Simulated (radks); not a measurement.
Spherical quantum dot in the effective-mass picture: electrons in a parabolic well V = omega^2 r^2 / 2 with omega = 0.212, with a point charge +2 (a donor) at the centre, all in effective atomic units (hartree* = m*/eps^2 hartree, bohr* = eps/m* bohr), one dielectric constant everywhere. Calculated with a radial shooting solver with Libxc functionals: non-relativistic Kohn-Sham, PBE, spin-polarised, spherical densities. Levels are named by radial order and angular momentum (1s, 1p, 1d, 2s, ...), and open shells are averaged over m. Results are scaled to m* = 0.209 and eps = 9.2, for which hartree* = 67.19 meV and bohr* = 2.329 nm.

N = 14, configuration 1s2 1p6 1d(up 4, down 0) 2s2. This is the lowest configuration that the search found. Occupied and some empty levels:

| level | occupation | eigenvalue (meV) | <r> (nm) |
|---|---|---|---|
| 1s down | 1 | 141.85 | 2.267 |
| 1s up | 1 | 142.03 | 2.262 |
| 2s up | 1 | 174.75 | 11.08 |
| 2s down | 1 | 176.49 | 10.72 |
| 1p up | 3 | 177.33 | 11.29 |
| 1p down | 3 | 179.07 | 10.89 |
| 1d up | 4 | 183.86 | 12.69 |
| 1d down | 0 | 186.07 | 12.53 |
| 1f up | 0 | 191.30 | 13.70 |
| 1f down | 0 | 193.70 | 13.69 |
| 2p up | 0 | 194.52 | 11.40 |
| 2p down | 0 | 195.56 | 11.56 |
| 1g up | 0 | 199.62 | 14.58 |
| 1g down | 0 | 202.04 | 14.65 |

Energy (meV): total 1134.22, kinetic 317.85, external -329.25, Hartree 1371.5, exchange-correlation -225.90.
